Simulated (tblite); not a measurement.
Na₂, charge +1, doublet, geometry from GFN2-xTB (such geometries of metal compounds can be far from the true shape) (a state made from the parent by changing its charge; the spin is typed, not shown lowest); GFN1-xTB in tblite 0.6.0.

Here is a job for tblite.
```
$ tblite run mol.xyz --method gfn1 --charge 1 --spin 1 --grad --json tblite.json --no-restart

# file mol.xyz
2

Na    -0.00000000    -0.00000000    -1.65064203
Na     0.00000000     0.00000000     1.65064203
```

What does tblite print? Leave out banner, timings and long lists.


```
xTB calculator
 | screened Coulomb repulsion
 | Coulomb electrostatics
 |  * isotropic Klopman-Ohno-Mataga-Nishimoto electrostatics
 |  * onsite third-order electrostatics
 | DFT-D3(BJ) dispersion correction

halogen bonding energy    0.0000000000000E+00 Eh
repulsion energy          3.0727914371574E-04 Eh
dispersion energy        -2.0071570739115E-04 Eh
number of electrons       1.0000000000000E+00 e
integral cutoff           4.0000000000000E+01 bohr

------------------------------------------------------------
  cycle        total energy    energy error   density error
------------------------------------------------------------
      1    -0.1818417250688  -1.8194829E-01   7.0402471E-02
      2    -0.1818419631876  -2.3811886E-07   4.2033423E-02
      3    -0.1818420947541  -1.3156653E-07   3.4398165E-06
------------------------------------------------------------

electronic energy        -1.8194865819047E-01 Eh
total energy             -1.8184209475415E-01 Eh

Post processing:
 | Mayer-Wiberg bond orders

[Info] Tight-binding results written to 'tblite.txt'
[Info] JSON dump of results written to 'tblite.json'
```
